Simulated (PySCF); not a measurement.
**Ionisation energy of Zr²⁴⁺ by level of theory**

Zr²⁴⁺ [Ne] 3s2 3p4 (3P) → Zr²⁵⁺ [Ne] 3s2 3p3 (4S), as a difference of total energies. All numbers are calculated (PySCF 2.14, the spin-free X2C one-electron Hamiltonian (Gaussian nucleus), in an uncontracted even-tempered set (21 s from 2.5 bohr⁻², ratio 2.2; 14 p from 3.2 bohr⁻², ratio 2.2; 5 d from 17 bohr⁻², ratio 2.4; 5 f from 25 bohr⁻², ratio 2.4; 4 g from 37 bohr⁻², ratio 2.4)). Correlated levels: outer shells: 1s2 frozen; virtual orbitals above 40 to 60 times the deepest correlated orbital energy dropped. The calculations carry no spin-orbit coupling.

```csv
method,ionisation energy (eV)
UHF,1204.6
LDA,1207.1
PBE,1207.4
PBE0,1207.2
r2SCAN,1206.9
PW91,1207.8
M06-L,1206.5
MP2 (outer shells),1205.7
SCS-MP2 (outer shells),1205.7
```

Spin-orbit coupling is strong in these open shells (close to jj coupling). The scalar numbers leave it out and a first-order estimate fails, so it can dominate the gap to the real levels.

Breit and QED terms and the two-electron picture change are absent.

For comparison: 1205.4 ± 1.7 eV (semi-empirical (NIST evaluation); NIST Atomic Spectra Database, ionization energies).
